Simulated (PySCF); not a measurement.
## Excitation energy of Li by level of theory

Li [He] 2s1 (2S) → Li [He] 3d1 (2D), as a difference of total energies. Calculation: PySCF 2.14, in dyall-av3z; the spin-free X2C one-electron Hamiltonian (Gaussian nucleus). The calculations carry no spin-orbit coupling.

```json
{"method": "UHF", "excitation energy (eV)": "5.130", "error (eV)": "+1.251"}
{"method": "LDA", "excitation energy (eV)": "4.751", "error (eV)": "+0.872"}
{"method": "PBE", "excitation energy (eV)": "4.593", "error (eV)": "+0.714"}
{"method": "PBE0", "excitation energy (eV)": "4.739", "error (eV)": "+0.860"}
{"method": "r2SCAN", "excitation energy (eV)": "4.658", "error (eV)": "+0.779"}
{"method": "r2SCAN0", "excitation energy (eV)": "4.810", "error (eV)": "+0.931"}
{"method": "PBEsol", "excitation energy (eV)": "4.593", "error (eV)": "+0.714"}
{"method": "wB97X-V", "excitation energy (eV)": "5.101", "error (eV)": "+1.222"}
```

Reference: 3.879 eV (measured; NIST levels, between the centres of gravity of the two terms).

The promoted electron is Rydberg-like, and one or two diffuse shells describe it only roughly, which tends to raise the upper state.

In the upper state the promoted electron has a positive orbital energy at LDA, PBE, PBE0, r2SCAN, r2SCAN0, PBEsol, so the basis confines it.
